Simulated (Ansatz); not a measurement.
C2H5Cl3OZr (`CC[O][Zr]([Cl])([Cl])[Cl]`). Charge 0, multiplicity 1. Zr: def2 effective core potential. The geometry is a stationary point of PBE0-D4/def2-TZVP. It is one conformer, not always the lowest.

```xyz
12

C    -0.112    0.246   -1.862
C    -0.060   -0.881   -0.858
O     0.024   -0.383    0.454
Zr    0.135    0.387    2.150
Cl   -1.709   -0.331    3.404
Cl    0.101    2.714    1.886
Cl    2.144   -0.305    3.140
H     0.786    0.863   -1.798
H    -0.180   -0.162   -2.873
H    -0.982    0.881   -1.688
H     0.810   -1.522   -1.032
H    -0.957   -1.506   -0.924
```

Task: What is the dipole moment at r2SCAN/def2-TZVPP? (Estimate.)

Result: Computed: 3.75 D, with components (-0.23, -1.24, -3.53) D in this frame, pointing from negative to positive charge.

Task: And with PBE, B3LYP, ωB97M-V? (An estimate is asked.)

Result: Computed: PBE 3.70 D, B3LYP 3.66 D, ωB97M-V 3.64 D.

Task: Give the Mulliken charges with r2SCAN, PBE, ωB97M-V in def2-TZVPP. (An estimate is asked.)

Result: Ansatz gave: 
| atom | r2SCAN | PBE | ωB97M-V |
| --- | --- | --- | --- |
| C1 | -0.12 | -0.24 | -0.29 |
| C2 | 0.10 | -0.01 | -0.05 |
| O3 | -0.44 | -0.37 | -0.42 |
| Zr4 | 1.11 | 0.98 | 0.98 |
| Cl5 | -0.30 | -0.27 | -0.26 |
| Cl6 | -0.30 | -0.27 | -0.25 |
| Cl7 | -0.30 | -0.27 | -0.26 |
| H8 | 0.05 | 0.09 | 0.11 |
| H9 | 0.05 | 0.09 | 0.11 |
| H10 | 0.05 | 0.09 | 0.11 |
| H11 | 0.05 | 0.09 | 0.11 |
| H12 | 0.05 | 0.09 | 0.11 |

B3LYP here is the variant with VWN-RPA as its local correlation; programs differ in this.
